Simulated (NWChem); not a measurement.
System: CrN2H2Cl2; SMILES [NH]=[Cr](=[NH])([Cl])[Cl]

NWChem input:

```
start job
memory heap 200 mb stack 900 mb global 1100 mb
geometry units angstroms
  Cr    -0.054725    -0.259245    -0.268113
  N     -1.457648    -1.087975    -0.413311
  H     -2.231033    -1.690815    -0.662177
  N      1.093658    -0.636683    -1.370328
  H      1.662703    -1.002043    -2.122774
  Cl    -0.473751     1.753877    -0.435898
  Cl     0.713959    -0.615728     1.612971
end
basis spherical
  * library def2-svp
end
dft
  xc pbe0
  iterations 150
end
driver
  maxiter 120
end
task dft optimize
```

Not confirmed as a minimum by frequencies.

The level has its own optimisation.

Predict the main results of this run. (PBE0/def2-SVP.) Quantities: r Cr–N (Å); r Cl–Cr (Å); r H–N (Å); dipole (D).


- r Cr–N (Å): 1.574
- r Cl–Cr (Å): 2.147
- r H–N (Å): 1.024
- dipole (D): 4.65
